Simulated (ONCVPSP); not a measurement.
## Ce (Z = 58): one change to an ONCV potential, before and after

ONCVPSP 4.0.1 input, shortened (lines: element, Z, core and valence counts, functional; n l f; lmax; l rc ep ncon nbas qcut; lloc lpopt rc5 dvloc0; l nproj debl; icmod fcfact rcfact), LDA (Perdew-Wang 92), scalar-relativistic:

```
  Ce 58.00    9    5  -001012      upf
    1    0    2.00
    2    0    2.00
    2    1    6.00
    3    0    2.00
    3    1    6.00
    3    2   10.00
    4    0    2.00
    4    1    6.00
    4    2   10.00
    4    3    1.00
    5    0    2.00
    5    1    6.00
    5    2    1.00
    6    0    2.00
    3
    0    2.75    0.00    4    7    4.50
    1    2.65    0.00    4    9    6.00
    2    2.90    0.00    4    7    2.90
    3    0.95    0.00    4    9   21.00
    4    1    0.90    1.00
    0    2    1.60
    1    1    1.70
    2    2    2.40
    3    3    2.00
    3    4.50    1.05
```

Change: functional BLYP.

Cutoffs: the cutoffs (Ha) at which the residual kinetic energy of the hardest occupied pseudo-wave falls to 1 and 0.1 mHa per electron; they do not see the model core or the augmentation charge, which bear on the density cutoff. Errors are all-electron minus pseudo energies relative to the spin-unpolarised reference configuration.

**Question.** Predict the effect on cutoff, ghosts and configuration errors.

**Answer.** The potential gets neither clearly harder nor softer (152 Ha and 172 Ha → 151 Ha and 171 Ha); both files keep a bound ghost (d, p, s); of the 3 tests that both files solve, the error grows in 1 and shrinks in 0 by more than 15 % and 0.3 meV (median size 9.3 → 9.1 meV).

```tsv
quantity	base	changed
cutoff, loose	152 Ha	151 Ha
cutoff, tight	172 Ha	171 Ha
loose cutoff by channel	s 6.2 Ha, p 7.1 Ha, d 9.8 Ha, f 152 Ha	s 6.1 Ha, p 7.6 Ha, d 9.9 Ha, f 151 Ha
bound ghosts	s, p, d	s, p, d
GHOST(+) flags under 300 eV	none	none
tests counted as reliable (solved cleanly; for ONCVPSP, near-neutral configurations with less than one 5d electron left out)	3 of 4	3 of 4
error for 4f1 5s2 5p6 5d1 6s1, meV [ΔE 6.27 → 5.98 eV]	-2.0	-2.0
error for 4f1 5s2 5p6 5d1 6s0, meV [ΔE 17.61 → 17.14 eV]	-9.3	-9.1
error for 4f1 5s2 5p6 5d0 6s0, meV [ΔE 36.94 → 36.24 eV]	+11	+17
s: phases at 2.79 bohr within 0.05 rad from the reference energy up to (Ha; the scan ends near 5)	2.7	2.7
p: phases at 2.69 bohr within 0.05 rad from the reference energy up to (Ha; the scan ends near 5)	0.6	0.6
d: phases at 2.95 bohr within 0.05 rad from the reference energy up to (Ha; the scan ends near 5)	4.5	4.6
f: phases at 0.96 bohr within 0.05 rad from the reference energy up to (Ha; the scan ends near 5)	to the end of the scan	to the end of the scan
rms error of d²Exc/dni dnj with the model core, mHa	7.57	7.68
```

 A true bound ghost makes a file unfit for plane-wave use even where its test errors are small: the radial tests pick states by their node count and pass the ghost by.
